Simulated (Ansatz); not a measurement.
Reaction (atomization): `FCC#C[SiH3]` → 3 C• + F• + 5 H• + Si•

Gas-phase electronic energies from Ansatz, PBE0-D4/def2-TZVP geometries. CBS: MP2 limit from def2 TZ/QZ plus the TZ coupled-cluster correction, frozen cores. This one scheme is used for every species, atoms too. For atomizations the MP2-based limit and the directly extrapolated one differ by several kJ/mol either way, and by 10 to 25 for some Ge, Se and Sn compounds, so smaller differences from it don't rank the levels. Functionals use def2-TZVPP. Open shells (•) are unrestricted, without spin–orbit coupling. Spin–orbit coupling would lower the free atoms: a little for C, F, Si.

CCSD(T)/CBS gives +40.11 eV.

(1) Another level gave +38.45 eV. Which?
A. BHLYP/def2-TZVPP
B. PBE-QIDH/def2-TZVPP
C. CCSD/def2-TZVPP
D. BLYP/def2-TZVPP

Largest T1 diagnostic among the species: 0.012.

## Answers

(1) C. CCSD/def2-TZVPP 38.45, BLYP 39.80, PBE-QIDH 39.95, BHLYP 38.69 eV.

The D4 term adds +0.28 eV with B3LYP and +0.14 eV with PBE0; it sums over pairs of atoms, weighted by their polarisabilities, and B3LYP, whose exchange is more repulsive, gets the larger term. Leaving LDA and LC-ωPBE aside and taking each functional with its dispersion term where it has one, the values, not all of them listed here, spread over 2.17 eV, from BHLYP-D4 to PBE-D4. LDA lies +5.09 eV from PBE without D4, its usual overbinding.

B3LYP here is the variant with VWN-RPA as its local correlation; programs differ in this.
